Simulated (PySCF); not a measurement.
## ORD: `C[C@@H]1C[C@H]([SiH3])[C@H]1C=O`, C$_{6}$H$_{12}$OSi

Geometry:
```json
{"atom": "C1", "x (Å)": "-2.189", "y (Å)": "-0.688", "z (Å)": "0.047"}
{"atom": "C2", "x (Å)": "-0.983", "y (Å)": "-0.207", "z (Å)": "-0.738"}
{"atom": "C3", "x (Å)": "0.234", "y (Å)": "-1.144", "z (Å)": "-0.739"}
{"atom": "C4", "x (Å)": "1.098", "y (Å)": "-0.028", "z (Å)": "-0.126"}
{"atom": "Si5", "x (Å)": "1.945", "y (Å)": "-0.392", "z (Å)": "1.536"}
{"atom": "C6", "x (Å)": "-0.151", "y (Å)": "0.895", "z (Å)": "-0.046"}
{"atom": "C7", "x (Å)": "0.053", "y (Å)": "2.155", "z (Å)": "-0.808"}
{"atom": "O8", "x (Å)": "0.151", "y (Å)": "3.254", "z (Å)": "-0.333"}
{"atom": "H9", "x (Å)": "-1.894", "y (Å)": "-0.997", "z (Å)": "1.048"}
{"atom": "H10", "x (Å)": "-2.648", "y (Å)": "-1.538", "z (Å)": "-0.454"}
{"atom": "H11", "x (Å)": "-2.928", "y (Å)": "0.105", "z (Å)": "0.133"}
{"atom": "H12", "x (Å)": "-1.295", "y (Å)": "0.085", "z (Å)": "-1.744"}
{"atom": "H13", "x (Å)": "0.554", "y (Å)": "-1.487", "z (Å)": "-1.722"}
{"atom": "H14", "x (Å)": "0.108", "y (Å)": "-2.013", "z (Å)": "-0.095"}
{"atom": "H15", "x (Å)": "1.821", "y (Å)": "0.361", "z (Å)": "-0.846"}
{"atom": "H16", "x (Å)": "2.476", "y (Å)": "0.855", "z (Å)": "2.081"}
{"atom": "H17", "x (Å)": "3.010", "y (Å)": "-1.367", "z (Å)": "1.296"}
{"atom": "H18", "x (Å)": "0.943", "y (Å)": "-0.963", "z (Å)": "2.439"}
{"atom": "H19", "x (Å)": "-0.472", "y (Å)": "1.126", "z (Å)": "0.971"}
{"atom": "H20", "x (Å)": "0.162", "y (Å)": "1.997", "z (Å)": "-1.902"}
```

Method: TDDFT BHandHLYP/def2-SVPD circular dichroism and optical rotation, one conformer, gas phase (PySCF). Geometry: GFN2-xTB.

The molecule is flexible and this is one conformer; a measurement averages over conformers.

Stereocentres: C2 R, C4 S, C6 R.

Q: What is the specific rotation at 633, 589.3, 546, 436, 405, 365, 355 nm?

A: [α] in deg dm⁻¹ (g/mL)⁻¹:
```tsv
λ (nm)	origin-invariant length gauge	modified velocity gauge	length gauge (centre of mass)	isotropic polarisability (au)
633	-69.6	-69.2	-70.2	97.4
589.3	-84.0	-83.7	-84.7	97.7
546	-103.7	-103.7	-104.6	98.1
436	-213.0	-215.2	-214.6	99.9
405	-284.1	-288.4	-286.0	100.7
365	-463.0	-473.4	-465.6	102.1
355	-540.7	-554.0	-543.5	102.5
```

Q: And for the mirror image at 589.3 nm?

A: +84.0 deg dm⁻¹ (g/mL)⁻¹ (origin-invariant length gauge): the same size and the opposite sign.

Q: What is the molar rotation [Φ] = [α]·M/100 of the geometry above at 589.3 nm?

A: With M = 128.25 g/mol, -107.7 deg cm² dmol⁻¹ (origin-invariant length gauge).

The first excitation lies at 4.44 eV (279 nm) with R = -6.2 × 10⁻⁴⁰ esu² cm² (velocity form).
